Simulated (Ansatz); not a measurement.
Total energies of Cu2O⁻ (the lowest doublet isomer of a short search) from Ansatz at PBE0-D4/def2-TZVPD, gas phase (1 Eh = 27.2114 eV = 2625.5 kJ/mol). The reference geometry is relaxed at r2SCAN-D4/def2-TZVPD.

```xyz
3

Cu    1.141    0.426    0.482
Cu   -0.539   -1.019   -0.622
O    -0.602    0.594    0.140
```

| state | geometry | energy (Eh) |
| --- | --- | --- |
| charge -1 doublet | reference | -3355.74243 |
| charge 0 singlet | reference | -3355.70334 |
| charge -1 quartet | relaxed at r2SCAN-D4/def2-TZVPD | -3355.70273 |

Task: Work out the vertical ionisation energy to the singlet.

Result: E(charge 0 singlet) − E(charge -1 doublet) = -3355.70334 − (-3355.74243) = 0.03909 Eh = 1.06 eV. For comparison, −ε of the highest occupied level of the spin that leaves is -0.42 eV at this level, 1.48 eV less.

Task: Which of the charge -1 states is lowest, and how far above it are the others?

Result: The doublet. quartet: -3355.70273 − (-3355.74243) = 0.03970 Eh = 104.2 kJ/mol.

At PBE0-D4/def2-TZVPD the highest occupied level of the charge -1 doublet lies above zero (up to 0.42 eV). By energy differences its removal costs 1.06 eV (vertical, to the charge 0 singlet, at PBE0-D4/def2-TZVPD); a positive level beside a positive removal energy at the same level points to self-interaction error. At PBE0-D4/def2-TZVPD the highest occupied level of the charge -1 quartet lies above zero (up to 0.19 eV). It is a level of α spin, whose loss leaves a triplet; that state wasn't run at this geometry and level. The electron is either unbound and held by the finite basis, or the level is raised by self-interaction error. 

The structure comes from a short search, and lower isomers may exist.
